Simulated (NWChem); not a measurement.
Species: C3H6O; SMILES OC1CC1

```xyz
10

O     -0.0764    -1.4469    -0.2258
C     -0.0050    -0.2461     0.4608
C     -0.7560     0.8964    -0.1266
C      0.7505     0.9063    -0.1345
H      0.7643    -1.9023    -0.1096
H     -0.0048    -0.3306     1.5576
H     -1.2903     1.5769     0.5412
H     -1.2563     0.6947    -1.0773
H      1.2411     0.7242    -1.0948
H      1.2818     1.5925     0.5310
```
Atoms are numbered in this order, from 1.

Results from NWChem. Pople sets run with spherical d functions. STO-3G and 3-21G are far too small for this property and stand as cheap habits. Structure relaxed at the PBE0/def2-SVP level. GIAO values for the isolated, static molecule; σ is the absolute isotropic shielding, δ = σ(reference) − σ with the isolated reference molecule computed at the same levels (13C: tetramethylsilane, 1H: tetramethylsilane).

| level | δ C2 (ppm) | δ C3 (ppm) | δ C4 (ppm) | δ H6 (ppm) | δ H8 (ppm) | δ H9 (ppm) | δ H10 (ppm) |
|---|---|---|---|---|---|---|---|
| B3LYP/6-31G* | 44.6 | 9.5 | 9.9 | 3.40 | 0.76 | 0.34 | 0.38 |
| KT2/pcSseg-1 | 48.5 | 9.2 | 9.8 | ___ | 0.62 | ___ | 0.33 |
| Hartree-Fock/STO-3G | 41.1 | 15.0 | 13.9 | 1.39 | 1.07 | 0.54 | 0.47 |
| B3LYP/6-311G** | 48.9 | 9.8 | 10.2 | 3.35 | 0.66 | 0.27 | 0.32 |

### Question
What belongs in the gaps?

### Answer

- KT2/pcSseg-1, δ H6 (ppm): 3.46
- KT2/pcSseg-1, δ H9 (ppm): 0.20
